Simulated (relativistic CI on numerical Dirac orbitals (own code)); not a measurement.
# Slater and spin-orbit integrals, Tc16+

Method of calculation: Dirac-Coulomb-Breit CI, orbitals from a KLI potential per configuration, QED by a radiative potential, unscaled Slater integrals (own radial code, finite nucleus).

Slater integrals F^k, G^k are unscaled and averaged over j, outside the closed core [Ne]; ζ comes from projecting the Hamiltonian with its Breit term on Σ l·s of the shell.

- 3s2.3p6.3d9: ζ(3d) = 12311 cm⁻¹; <r>(3d) = 0.3805, <r^2>(3d) = 0.1713 (bohr units).
- 3s2.3p5.3d10: ζ(3p) = 110770 cm⁻¹; <r>(3p) = 0.4053, <r^2>(3p) = 0.1903 (bohr units).
- 3s2.3p6.3d8.4s: F^2(3d,3d) = 266090, F^4(3d,3d) = 170120, ζ(3d) = 12715, G^2(3d,4s) = 26353 cm⁻¹; <r>(3d) = 0.3751, <r^2>(3d) = 0.1663, <r>(4s) = 0.875, <r^2>(4s) = 0.8586 (bohr units).

**Question.** Give the Racah parameters of the d shell in 3s2.3p6.3d8.4s.

**Answer.** B = F²/49 − 5F⁴/441 = 3501 cm⁻¹ and C = 35F⁴/441 = 13502 cm⁻¹.

Averages of the first 10 configurations, taken without configuration mixing, which lowers the lowest level and can move excited configurations by several eV; other configurations of the list can lie among them:

```
    Configuration  Parity  States  Average energy above the lowest level (eV)
      3s2.3p6.3d9    even      10                                         1.6
     3s2.3p5.3d10     odd       6                                       181.1
      3s.3p6.3d10    even       2                                       292.2
   3s2.3p6.3d8.4s    even      90                                       261.0
   3s2.3p6.3d8.4p     odd     270                                       297.1
   3s2.3p6.3d8.4d    even     450                                       352.2
  3s2.3p6.3d7.4s2    even     120                                       538.2
   3s2.3p6.3d8.4f     odd     630                                       405.5
3s2.3p6.3d7.4s.4p     odd    1440                                       571.4
   3s2.3p5.3d9.4s     odd     120                                       437.3
```
